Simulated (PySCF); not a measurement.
Frontier orbitals and the lowest excitations

Species: C6H11P.
SMILES with atom numbers: `[CH2:1]=[CH:2][C@@H:3]1[PH:4][CH2:5][C@@H:6]1[CH3:7]` (hydrogens: H8, H9 on C1; H10 on C2; H11 on C3; H12 on P4; H13, H14 on C5; H15 on C6; H16, H17, H18 on C7)

Computed, not measured: PySCF 2.14.0, density-fitted response routines, TDDFT B3LYP/def2-SVPD, vertical, gas phase, core orbitals frozen in the response. Geometry: GFN2-xTB, one conformer, isolated molecule.

Kohn–Sham orbitals with the atoms that hold most of them (Löwdin shares over 4%, at most four atoms; ? is withheld):

```
orbital  ε (eV)                            atoms
 HOMO-3   -8.79   C5 13%, C6 11%, P4 11%, C3 10%
 HOMO-2   -8.45   C3 23%, C5 23%, P4 15%, C6 10%
 HOMO-1   -7.26                                ?
   HOMO   -6.46     P4 47%, C3 13%, C6 8%, C5 8%
   LUMO       ?                                ?
 LUMO+1    0.24  P4 24%, H12 14%, C3 10%, H11 8%
 LUMO+2    0.31    P4 18%, C5 14%, C1 11%, C2 9%
```

**Question.** Which atoms hold the HOMO-1, and with what shares?

**Answer.** C1 (bonded to C and 2 H) 28%; C2 (bonded to 2 C and H) 27%; P4 (bonded to 2 C and H) 19%; C5 (bonded to C, P and 2 H) 6%. By element: carbon 61% or more, phosphorus 19%.

**Question.** Which atoms hold the LUMO, and with what shares?

**Answer.** P4 (bonded to 2 C and H) 23%; C1 (bonded to C and 2 H) 21%; C2 (bonded to 2 C and H) 20%; C3 (bonded to 2 C, P and H) 7%. By element: carbon 49% or more, phosphorus 23%.

**Question.** What is the LUMO energy, and the HOMO–LUMO gap?

**Answer.** ε(LUMO) = -0.24 eV; the gap is 6.23 eV (0.2288 hartree).

**Question.** How does S1 compare with the orbital gap of 6.23 eV?

**Answer.** S1 is at 5.41 eV (f = 0.083), 0.82 eV below the gap, made of HOMO→LUMO (95%). Without the coupling terms of the response equations the lowest excitation would equal the gap.

**Question.** Give energy, strength and leading configuration of S1 and S2, and follow the Löwdin shares of the leading atoms from the occupied to the empty orbital.

**Answer.** 
- S1 (5.41 eV, f 0.083), HOMO→LUMO (95%): P4 47% → 23%, C3 13% → 7%, C1 at most 8% → 21%
- S2 (5.83 eV, f 0.022), HOMO→LUMO+1 (96%): P4 47% → 24%, C3 13% → 10%, H12 at most 8% → 14%

Hardware: an x86-64 server with one thread, on a shared host. Cost: 82 s of wall time.
